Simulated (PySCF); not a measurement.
Simulation results for CH$_{6}$AlBGe, AlBGeH$_{5}$O

Computed with PySCF 2.14.0. Calculation on a computer-drawn molecule: the log of a Hartree-Fock and frozen-core CCSD(T) single point meant for a local Hartree-Fock minimum, with one planted fault or none, to be diagnosed. Offsets are logged minus clean, where the clean run is the same molecule without the fault. The reference is restricted for singlets and unrestricted otherwise, and also for a bond in bohr or an excited solution. Adding or removing an electron swaps singlet and doublet. The excited solution moves the top pair (singlet) or top alpha electron (doublet) to the lowest empty orbital. Highest occupied and lowest empty are orbital energies over both spins, largest force is the largest gradient component, triples share is (T) over the correlation energy, the T1 limit is 0.02 restricted and 0.045 unrestricted, electrons count all cores, a negative frequency is imaginary (commonest isotopes), and the dipole is about the centre of nuclear charge; on germanium a core potential holds 10 electrons, which the energies leave out, and 3d is frozen in MP2 and coupled-cluster steps.

Common to all runs: meant charge 0; meant basis cc-pV(D+d)Z; meant basis and core potential on germanium cc-pVDZ-PP ECP10MDF; logged SCF converged yes; logged spin squared 0; logged CC converged yes; logged SCF stable within its kind yes; possible faults no fault, one electron removed, one electron added, multiplicity raised by two, geometry at a saddle point, SCF held on an excited solution, minimal basis STO-3G, one bond length entered in bohr, all coordinates scaled.

```yaml
- entry: 1
  formula: CH6AlBGe
  logged_structure:
    atoms_angstrom:
      - [B, -0.9806, -2.352, 1.2229]
      - [Al, 0.654, -1.0398, 0.7169]
      - [C, 1.5782, -1.1565, -0.9704]
      - [Ge, 1.1685, -2.336, -2.2315]
      - [H, -0.8249, -3.4042, 1.7919]
      - [H, -2.1326, -2.0864, 0.9834]
      - [H, 1.12, 0.0648, 1.7641]
      - [H, 2.4034, -0.4932, -1.2243]
      - [H, 0.0428, -3.35, -2.0631]
      - [H, 1.8626, -2.4746, -3.5819]
  given:
    meant_multiplicity: 1
    logged_electrons: 62
    logged_basis_functions: 104
    "logged_highest_occupied [eV]": -8.6211
    "logged_lowest_empty [eV]": 1.0812
    "logged_largest_force [hartree/bohr]": 2.3662e-05
    "logged_lowest_frequency [cm^-1]": 78.368
    logged_T1_diagnostic: 0.013658
    logged_D1_diagnostic: 0.040079
    logged_triples_share: 0.033657
    "logged_dipole_magnitude [debye]": 2.2123
    "logged_energy_HF [hartree]": -601.24363
    "logged_energy_CCSD(T) [hartree]": -601.69247
    drawn_bonds_atom: [1, 2, 3, 1, 1, 2, 3, 4, 4]
    drawn_bonds_other_atom: [2, 3, 4, 5, 6, 7, 8, 9, 10]
    drawn_bonds_order: [1, 1, 2, 1, 1, 1, 1, 1, 1]
  results:
    planted_fault: "no fault"
    "HF_energy_offset_from_clean_run [kcal/mol]": 0.0
    "CCSD(T)_energy_offset_from_clean_run [kcal/mol]": 0.0
- entry: 2
  formula: AlBGeH5O
  logged_structure:
    atoms_angstrom:
      - [B, -1.2025, -0.1044, 2.5075]
      - [Al, -0.6564, 0.1421, 0.4459]
      - [O, -1.1816, 1.519, -0.3751]
      - [Ge, -1.4484, 2.707, -1.6514]
      - [H, -2.2102, -0.6691, 2.8504]
      - [H, -0.5246, 0.3092, 3.4137]
      - [H, 0.2221, -0.907, -0.3585]
      - [H, -0.8612, 4.0508, -1.1792]
      - [H, -2.9669, 2.8185, -1.8863]
  given:
    meant_multiplicity: 2
    logged_electrons: 64
    logged_basis_functions: 99
    "logged_highest_occupied [eV]": -0.4829
    "logged_lowest_empty [eV]": 4.5778
    "logged_largest_force [hartree/bohr]": 0.090083
    logged_T1_diagnostic: 0.044529
    logged_D1_diagnostic: 0.19589
    logged_triples_share: 0.027825
    "logged_dipole_magnitude [debye]": 5.3265
    "logged_energy_HF [hartree]": -637.73858
    "logged_energy_CCSD(T) [hartree]": -638.2367
    drawn_bonds_atom: [1, 2, 3, 1, 1, 2, 4, 4]
    drawn_bonds_other_atom: [2, 3, 4, 5, 6, 7, 8, 9]
    drawn_bonds_order: [1, 1, 1, 1, 1, 1, 1, 1]
  results:
    planted_fault: "one electron added"
    "HF_energy_offset_from_clean_run [kcal/mol]": 10.51
    "CCSD(T)_energy_offset_from_clean_run [kcal/mol]": -9.918
  notes: ["T1 above single-reference limit"]
```
